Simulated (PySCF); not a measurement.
Species: 1,1,1-trifluorohexane, C6H11F3.
SMILES: `CCCCCC(F)(F)F`

A linear-response calculation (PySCF, def2-SVPD basis, gas phase, vertical, core orbitals frozen in the response) gave these numbers; the functional is withheld.

Orbital energies (eV): HOMO-3 -11.29, HOMO-2 -11.13, HOMO-1 -10.89, HOMO -10.75, LUMO 1.24, LUMO+1 1.59, LUMO+2 1.77.

```csv
state,E (eV),f,"main configurations (H = HOMO, L = LUMO)"
S1,8.89,0.0016,"H→L (80%), H→L+1 (10%)"
S2,9.14,0.0080,"H-1→L (83%), H-1→L+1 (10%)"
S3,9.31,0.0027,"H-3→L (53%), H→L+1 (28%)"
S4,9.42,0.0030,H-2→L (79%)
S5,9.64,0.126,H→L+2 (84%)
S6,9.72,0.0016,H-1→L+1 (58%)
```

Triplets, Tamm–Dancoff:

```
state  E (eV)  λ (nm)  main configurations (H = HOMO, L = LUMO)
   T1    8.61   144.1                    H→L (73%), H→L+1 (10%)
   T2    8.91   139.2   H-1→L (58%), H-2→L (14%), H-1→L+1 (13%)
   T3    9.03   137.3                  H-3→L (47%), H→L+1 (24%)
   T4    9.14   135.6                  H-2→L (64%), H-1→L (17%)
```

Vertical ionisation energy by ΔSCF with the same functional: 11.63 eV. Mean static polarisability: 77.1 au.

Orbitals of the list HOMO-3 to LUMO+2 that lie within 0.01 eV of each other are written together with a slash and their weights summed (≥ marks a lower bound); for degenerate orbitals outside that list single weights are arbitrary.

**Question.** Name the functional.
A. CAM-B3LYP
B. HF
C. PBE
D. B3LYP

**Answer.** A. CAM-B3LYP is range-separated, 19% exact exchange at short range and 65% at long range (ω = 0.33 bohr⁻¹). In this run −ε(HOMO) = 10.75 eV differs from the ΔSCF value by -0.88 eV, and S1 differs from the orbital gap of 11.99 eV by -3.11 eV. The ratio −ε(HOMO)/IP is 0.92. Usual ranges for neutral molecules in this basis: 0.85 to 0.93 with CAM-B3LYP, 0.5 to 0.7 with PBE, 0.67 to 0.83 with B3LYP; Hartree–Fock can't fall below 1, since the ion's relaxation only lowers the ΔSCF value. The other options: PBE, a GGA without exact exchange; HF, time-dependent Hartree–Fock, 100% exact exchange; B3LYP, a global hybrid with 20% exact exchange.

Method used: TDDFT CAM-B3LYP/def2-SVPD, vertical, gas phase, core orbitals frozen in the response in PySCF. The structure is a single PBE0-D3(BJ)/def2-SVP conformer in the gas phase; no vibrational or solvent corrections.

The values belong to the conformer `[CH3:1][CH2:2][CH2:3][CH2:4][CH2:5][C:6]([F:7])([F:8])[F:9]`: C1–C2–C3–C4 179°, C2–C3–C4–C5 180°, C3–C4–C5–C6 178°, C4–C5–C6–F7 -61°.

Without π bonds the low states are Rydberg-like; a valence basis with one diffuse set may place them up to an eV too high.
